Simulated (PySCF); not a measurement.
PySCF 2.14 output of a UHF calculation on a single atom or ion in aug-cc-pVTZ-PP with ECP60MDF (6s6p5d3f2g, 88 functions), with scalar relativity through the core potential:

```
SCF conv_tol = 1e-09
number electrons alpha = 10  beta = 8
cycle= 1 E= -151.383400916441  delta_E= -0.00613  |g|= 0.0279  |ddm|= 0.0423
cycle= 2 E= -151.383580451864  delta_E= -0.00018  |g|= 0.00583  |ddm|= 0.0088
cycle= 3 E= -151.383596113511  delta_E= -1.57e-05  |g|= 0.00126  |ddm|= 0.00456
cycle= 4 E= -151.383598620388  delta_E= -2.51e-06  |g|= 0.000661  |ddm|= 0.00226
cycle= 5 E= -151.383599566706  delta_E= -9.46e-07  |g|= 0.000219  |ddm|= 0.00191
cycle= 6 E= -151.383599661016  delta_E= -9.43e-08  |g|= 3.97e-05  |ddm|= 0.000711
cycle= 7 E= -151.383599663303  delta_E= -2.29e-09  |g|= 4.32e-06  |ddm|= 0.000112
cycle= 8 E= -151.383599663315  delta_E= -1.17e-11  |g|= 4.72e-07  |ddm|= 5.29e-06
converged SCF energy = -151.383599663315  <S^2> = 2.0023412  2S+1 = 3.0015604
```

The run itself started from symmetry-adapted Hartree-Fock orbitals and held the occupation by maximum overlap, so the iterations belong to that start.

Problem. Which element, charge and spin multiplicity is this?

Solution. Hg²⁺ (mercury, charge +2), multiplicity 3; the state was [Xe] 4f14 5d9 6s1, high-spin 3D determinant (an excited configuration).

Energies and moments cover only the electrons outside the core potential. Spin-orbit coupling, absent here, splits the open shell strongly.
